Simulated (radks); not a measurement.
Effect of the nuclear size on the terbium ion Tb3+, [Xe] 4f8. All-electron calculation, Dirac Kohn-Sham, LDA (Slater exchange, Perdew-Wang correlation), spin-unpolarised, spherical densities, finite nucleus; open shells are shared between the two j in proportion to 2j + 1; Fermi nuclear charge, rms radius 5.06 fm. Program: a radial shooting solver on a logarithmic mesh with Libxc functionals. The rms radius is varied about that value; shifts are against it.

rms radius (fm) = 4.3971: total energy shift (eV) -5.49; density at nucleus (e/bohr^3) 7.096e+05; 1s1/2 shift (meV) -2260; 2s1/2 shift (meV) -294; 4p1/2 shift (meV) 0.295; 5s1/2 shift (meV) -2.50; 5p1/2 shift (meV) 0.106; 4f7/2 shift (meV) 0.349; 6s1/2 (empty) shift (meV) -0.472
rms radius (fm) = 4.7817: total energy shift (eV) -2.38; density at nucleus (e/bohr^3) 6.942e+05; 1s1/2 shift (meV) -978; 2s1/2 shift (meV) -127; 4p1/2 shift (meV) 0.128; 5s1/2 shift (meV) -1.08; 5p1/2 shift (meV) 0.046; 4f7/2 shift (meV) 0.151; 6s1/2 (empty) shift (meV) -0.204
rms radius (fm) = 5.06: total energy shift (eV) 0; density at nucleus (e/bohr^3) 6.839e+05; 1s1/2 shift (meV) 0.000; 2s1/2 shift (meV) 0.000; 4p1/2 shift (meV) 0.000; 5s1/2 shift (meV) 0.000; 5p1/2 shift (meV) 0.000; 4f7/2 shift (meV) 0.000; 6s1/2 (empty) shift (meV) 0.000
rms radius (fm) = 5.2472: total energy shift (eV) 1.65; density at nucleus (e/bohr^3) 6.774e+05; 1s1/2 shift (meV) 681; 2s1/2 shift (meV) 88.5; 4p1/2 shift (meV) -0.089; 5s1/2 shift (meV) 0.752; 5p1/2 shift (meV) -0.032; 4f7/2 shift (meV) -0.105; 6s1/2 (empty) shift (meV) 0.142
rms radius (fm) = 5.6065: total energy shift (eV) 4.95; density at nucleus (e/bohr^3) 6.657e+05; 1s1/2 shift (meV) 2040; 2s1/2 shift (meV) 265; 4p1/2 shift (meV) -0.265; 5s1/2 shift (meV) 2.25; 5p1/2 shift (meV) -0.095; 4f7/2 shift (meV) -0.315; 6s1/2 (empty) shift (meV) 0.426

Slopes of the eigenvalues against <r^2> in GHz/fm^2, as finite differences over the two radii next to the reference (eigenvalue slopes, not the field-shift constants of lines): 1s1/2 85900, 2s1/2 11200, 4p1/2 -11.2, 5s1/2 95.0, 5p1/2 -4.01, 4f7/2 -13.3, 6s1/2 (empty) 17.9.
